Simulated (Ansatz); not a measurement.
Consider the silylene formation by 1,1-elimination: `CC(S)[SiH2]F` → `CCS` + `F[SiH]`.

Gas-phase electronic energies from Ansatz, PBE0-D4/def2-TZVP geometries. CCSD(T)/CBS adds triple-zeta CCSD(T) − MP2 to the extrapolated MP2 energy (def2 sets, frozen cores). This one scheme is used for every species. Functionals use def2-TZVPP. Each species was taken in one conformer, which may not be the lowest.

`CC(S)[SiH2]F`:

Cartesian coordinates in Å:
```
C 1.160 0.824 -0.428
C 0.398 -0.461 -0.165
S -0.420 -1.154 -1.641
Si -0.995 -0.374 1.077
F -0.490 0.287 2.451
H 1.903 0.688 -1.217
H 0.485 1.625 -0.740
H 1.671 1.156 0.480
H 1.085 -1.259 0.136
H -1.232 -0.109 -1.876
H -2.064 0.504 0.536
H -1.500 -1.729 1.388
```

`CCS`:

Cartesian coordinates in Å:
```
C -0.002 0.341 -0.901
C 0.364 0.165 0.558
S -0.044 -1.468 1.232
H 0.475 -0.422 -1.518
H 0.313 1.326 -1.259
H -1.082 0.262 -1.046
H 1.445 0.247 0.699
H -0.096 0.933 1.182
H -1.372 -1.385 1.054
```

`F[SiH]`:

```xyz
3

F     0.247    0.891    0.828
Si   -0.669   -0.197    0.070
H     0.422   -0.694   -0.897
```

CCSD(T)/CBS gives +49.7 kcal/mol.

Another level gave +54.7 kcal/mol. Which?
A. BLYP-D4/def2-TZVPP
B. ωB97X-V/def2-TZVPP
C. r2SCAN0-D4/def2-TZVPP
D. PBE-QIDH/def2-TZVPP

C. r2SCAN0-D4 54.7, ωB97X-V 51.1, BLYP-D4 44.6, PBE-QIDH 53.4 kcal/mol.

Largest T1 diagnostic among the species: 0.015.

The D4 term adds +4.4 kcal/mol with B3LYP and +2.4 kcal/mol with PBE0; it sums over pairs of atoms, weighted by their polarisabilities, and B3LYP, whose exchange is more repulsive, gets the larger term. In def2-TZVPP, CCSD(T) changes the Hartree–Fock value by +4.4 kcal/mol (the triples alone add +1.2 kcal/mol) and MP2 by +9.3 kcal/mol.

CCSD(T)/CBS has its own doubt, a few kJ/mol and more with outer-core shells, so smaller differences from it don't rank the levels.

B3LYP here is the variant with VWN-RPA as its local correlation; programs differ in this.
